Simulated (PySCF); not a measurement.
C₄H₅ClSi, SMILES C#C[SiH2]C(=C)Cl.

Coordinates come from a PBE-D3(BJ)/def2-SVP optimisation. The structure was generated by enumeration, and PubChem lists no compound with its InChIKey, so it may never have been made. One conformer was computed; it need not be the lowest.

The numbers are results of PBE-D3(BJ)/def2-SVP (PySCF), not measurements.

Frequencies are harmonic and unscaled.

```csv
mode,ν (cm⁻¹),IR (km/mol),moving atoms (share of kinetic energy)
1,54,0.0,"C 40 %, Cl 23 %, Si 23 %, H 15 %"
2,93,0.0,"C 60 %, H 16 %, Si 16 %, Cl 8 %"
3,192,3.4,"C 43 %, Cl 36 %, Si 11 %, H 10 %"
4,230,6.2,"C 67 %, H 33 %"
5,294,3.7,"C 68 %, H 15 %, Cl 9 %, Si 8 %"
6,306,0.0,"C 63 %, H 35 %"
7,366,16.3,"C 44 %, H 20 %, Cl 18 %, Si 17 %"
8,554,14.1,"C 48 %, Si 26 %, Cl 19 %"
9,600,61.6,"H 54 %, C 29 %, Si 17 %"
10,629,48.4,"C 49 %, Si 40 %, H 9 %"
11,683,2.1,"H 88 %, C 10 %"
12,696,33.7,"H 77 %, C 23 %"
13,707,24.5,"H 76 %, C 24 %"
14,721,2.2,H 96 %
15,754,48.7,"C 47 %, H 40 %, Cl 10 %"
16,815,229.4,"H 78 %, Si 16 %"
17,881,32.1,"H 73 %, C 27 %"
18,910,79.9,H 96 %
19,1062,23.0,"C 55 %, H 43 %"
20,1332,12.2,"H 87 %, C 12 %"
21,1619,14.8,"C 91 %, H 9 %"
22,2085,31.4,"C 90 %, H 9 %"
23,2182,76.1,H 96 %
24,2183,66.4,H 98 %
25,3073,1.0,H 95 %
26,3177,0.1,"H 89 %, C 11 %"
27,3389,54.3,"H 86 %, C 14 %"
```
